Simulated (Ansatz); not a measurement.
Job for Ansatz (a program for electronic structure): R-r2SCAN/def2-TZVPPD on GeH6S (a complex), monomers drawn apart or pushed together. Files ending in .json are basis or fitting sets from the Basis Set Exchange.

Ansatz 0.2 input:
```yaml
crystal:
  periodic: [false, false, false]
  atoms:
    - {symbol: S, position_ang: [0.15622602, -0.37545103, -0.31384901]}
    - {symbol: H, position_ang: [0.27778211, -1.63364362, 0.13843912]}
    - {symbol: H, position_ang: [-1.17203866, -0.37163864, -0.11926021]}
    - {symbol: Ge, position_ang: [0.00330487, 0.12817356, 3.11927246]}
    - {symbol: H, position_ang: [-0.12449608, 0.27863666, 4.64563963]}
    - {symbol: H, position_ang: [-1.00365448, -0.92859936, 2.63977826]}
    - {symbol: H, position_ang: [1.42776237, -0.32306298, 2.77159047]}
    - {symbol: H, position_ang: [-0.30168767, 1.47351937, 2.44854501]}
basis:
  gaussian:
    orbitals: def2-TZVPPD.json
hamiltonian:
  xc: {name: r2SCAN}
scf: {lower_state_search: off}
```

The head of its log:

```
WARN ansatz: RAYON_NUM_THREADS=2 ignored (pool sized by the plan → 2); use --threads N
Functional definition: r2SCAN
these checks for a lower state are left out or cut short: stability, starts, cluster_reference, orbital_swaps, neighbouring_geometries, increment
integrals: 0.13 GiB planned
1045 factors; their error is unknown
mean field: 0.86 GiB planned
mean field evaluation 1: about -67449.2475 eV, gradient 2.3e1 eV
mean field evaluation 2: about -67449.6542 eV, gradient 2.3e1 eV
```

**Question.** What total energy does the run end on?

**Answer.** -2478.7498 hartree.
